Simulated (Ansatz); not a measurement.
Species: CH$_{5}$GeO$_{3}$, net charge -1, singlet state. It need not be the lowest isomer of its formula. Whether it binds its extra electron was not tested at this geometry. 
Coordinates optimised at B3LYP-D3(BJ)/def2-TZVP (Ansatz, an electronic-structure program):
```xyz
10

C      1.9460     0.0573    -0.3482
Ge     0.1273    -0.0387    -0.0091
O     -0.7696    -1.0936    -1.1933
O     -0.6252     1.6431    -0.0626
O     -0.8307    -0.5288     1.5063
H      2.4860     0.5630     0.4552
H      2.3863    -0.9142    -0.5762
H     -1.5629    -1.3719    -0.7231
H     -0.0119     2.1640    -0.5924
H     -1.2433     0.2863     1.8128
```
Charge -1, spin multiplicity 1.

Basis-set convergence of Hartree-Fock and CCSD(T) correlation energies (hartree) with Ansatz. Cores are frozen in the correlated levels unless marked. No spin-orbit coupling. The frozen core is the preceding noble-gas configuration, with the filled d and f shells of earlier blocks. No relativistic terms.

```
basis        functions        E(HF)  E(corr, CCSD(T))
-----------  ---------  -----------  ----------------
aug-cc-pVDZ        173  -2340.79962          -0.94296
aug-cc-pVTZ        358            …                 …
```

Question: Some entries are withheld; supply them.

Answer: 
- aug-cc-pVTZ, E(HF): -2340.94131
- aug-cc-pVTZ, E(corr, CCSD(T)): -1.12973
